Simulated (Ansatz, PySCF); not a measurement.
Gas-phase reaction in SMILES: [SiH3][SiH2]Cl + 2 [H][H] (H2) → Cl (HCl) + 2 [SiH4] (SiH4)
Structures are relaxed separately at B3LYP-D3(BJ)/def2-TZVP in Ansatz (a first-principles code).

Property: energy of full hydrogenation (0 K, with B3LYP-D3(BJ) harmonic zero-point energies from PySCF), in kcal/mol. Cores are frozen in the correlated levels unless marked. Spin-orbit coupling is left out. Non-relativistic. CBS(X,Y): correlation extrapolated as X^-3; Hartree-Fock from the larger set.

```csv
level,program,energy of full hydrogenation (kcal/mol)
HF/aug-cc-pV(D+d)Z,Ansatz,3.0
```

### Question
Predict the CCSD(T)/CBS(cc-pV(T+d)Z,cc-pV(Q+d)Z) result (Ansatz).

### Answer
16.3 kcal/mol, so HF/aug-cc-pV(D+d)Z differs from it by -13.3 kcal/mol.
